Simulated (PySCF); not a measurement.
## Orbital levels and atomic charges: pentacene (C22H14)

System: pentacene (C22H14), SMILES c1ccc2cc3cc4cc5ccccc5cc4cc3cc2c1.

Cartesian coordinates (Å):
```
  1 C     6.0361    0.2186   -0.9635
  2 C     6.0022    1.1717    0.0831
  3 C     4.8273    1.5012    0.6781
  4 C     3.6045    0.9023    0.2662
  5 C     2.3946    1.2205    0.8560
  6 C     1.1913    0.6246    0.4445
  7 C    -0.0327    0.9410    1.0328
  8 C    -1.2246    0.3456    0.6211
  9 C    -2.4599    0.6591    1.2110
 10 C    -3.6383    0.0655    0.7959
 11 C    -4.8932    0.3788    1.3885
 12 C    -6.0359   -0.2191    0.9642
 13 C    -6.0021   -1.1720   -0.0826
 14 C    -4.8275   -1.5009   -0.6785
 15 C    -3.6047   -0.9014   -0.2671
 16 C    -2.3942   -1.2211   -0.8548
 17 C    -1.1909   -0.6252   -0.4442
 18 C     0.0327   -0.9413   -1.0335
 19 C     1.2245   -0.3458   -0.6214
 20 C     2.4599   -0.6601   -1.2105
 21 C     3.6378   -0.0641   -0.7973
 22 C     4.8932   -0.3785   -1.3882
 23 H     6.9851   -0.0249   -1.4185
 24 H     6.9265    1.6305    0.4019
 25 H     4.7939    2.2281    1.4775
 26 H     2.3693    1.9485    1.6557
 27 H    -0.0590    1.6682    1.8328
 28 H    -2.4852    1.3879    2.0099
 29 H    -4.9116    1.1064    2.1874
 30 H    -6.9853    0.0236    1.4189
 31 H    -6.9269   -1.6305   -0.4001
 32 H    -4.7946   -2.2274   -1.4783
 33 H    -2.3686   -1.9482   -1.6548
 34 H     0.0585   -1.6699   -1.8326
 35 H     2.4855   -1.3870   -2.0111
 36 H     4.9120   -1.1048   -2.1882
```

Method: PBE0/6-31G*, gas phase, PySCF, fitting set def2-universal-JFIT up to Ne and JKFIT beyond, grid level 1.

(1) Give the orbital energies near the gap.

(2) Give the partial charges of the non-hydrogen atoms.

Results:

(1) 
```json
{"orbital": "HOMO-4", "eV": "-7.85"}
{"orbital": "HOMO-3", "eV": "-7.32"}
{"orbital": "HOMO-2", "eV": "-6.72"}
{"orbital": "HOMO-1", "eV": "-6.16"}
{"orbital": "HOMO", "eV": "-4.79"}
{"orbital": "LUMO", "eV": "-2.35"}
{"orbital": "LUMO+1", "eV": "-0.81"}
{"orbital": "LUMO+2", "eV": "-0.28"}
{"orbital": "LUMO+3", "eV": "0.46"}
```

(2) 
| atom | Mulliken | IAO | Hirshfeld |
| --- | --- | --- | --- |
| C1 | -0.18 | -0.15 | -0.05 |
| C2 | -0.18 | -0.15 | -0.05 |
| C3 | -0.20 | -0.14 | -0.05 |
| C4 | 0.10 | 0.00 | 0.00 |
| C5 | -0.29 | -0.14 | -0.05 |
| C6 | 0.12 | 0.00 | 0.00 |
| C7 | -0.29 | -0.14 | -0.05 |
| C8 | 0.12 | 0.00 | 0.00 |
| C9 | -0.29 | -0.14 | -0.05 |
| C10 | 0.10 | 0.00 | 0.00 |
| C11 | -0.20 | -0.14 | -0.05 |
| C12 | -0.18 | -0.15 | -0.05 |
| C13 | -0.18 | -0.15 | -0.05 |
| C14 | -0.20 | -0.14 | -0.05 |
| C15 | 0.10 | 0.00 | 0.00 |
| C16 | -0.29 | -0.14 | -0.05 |
| C17 | 0.12 | 0.00 | 0.00 |
| C18 | -0.29 | -0.14 | -0.05 |
| C19 | 0.12 | 0.00 | 0.00 |
| C20 | -0.29 | -0.14 | -0.05 |
| C21 | 0.10 | 0.00 | 0.00 |
| C22 | -0.20 | -0.14 | -0.05 |
